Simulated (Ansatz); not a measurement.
Reactions of CH₆ClFSi₂ (`F[SiH](Cl)C[SiH3]`).

Isolated molecules relaxed with PBE0-D4/def2-TZVP in Ansatz; ΔE leaves out vibrations. CCSD(T)/CBS is the MP2 limit (def2-TZVPP, def2-QZVPP) plus CCSD(T) − MP2 in def2-TZVPP, frozen cores. This one scheme is used for every species. For Ga outer-core shells are correlated without core-valence functions, which leaves a few kJ/mol of doubt a bond. Scalar relativity is left out up to krypton. Each species was taken in one conformer, which may not be the lowest.

(1) Order these by ΔE at CCSD(T)/CBS, lowest first. (Estimate.)
A. `F[SiH](Cl)C[SiH3]` + `C[SiH2]O` → `O[SiH2]CC[SiH3]` + `F[SiH2]Cl`
B. `F[SiH](Cl)C[SiH3]` + `C=[N][GaH][CH3]` → `[CH3][GaH]/[N]=C\[SiH3]` + `C[SiH](F)Cl`
C. `F[SiH](Cl)C[SiH3]` + `C=C1C[SiH2]1` → `C=C1C[SiH]1[SiH3]` + `C[SiH](F)Cl`
D. `F[SiH](Cl)C[SiH3]` + `OB(S)Cl` → `[SiH3]OB(S)Cl` + `C[SiH](F)Cl`
E. `F[SiH](Cl)C[SiH3]` + `C=C` → `C=CC[SiH](F)Cl` + SiH₄

Largest T1 diagnostic: 0.015, for `[CH3][GaH]/[N]=C\[SiH3]`.

Results:

(1) D (-82.4 kJ/mol), C (-9.4 kJ/mol), B (+10.7 kJ/mol), E (+36.7 kJ/mol), A (+79.8 kJ/mol).
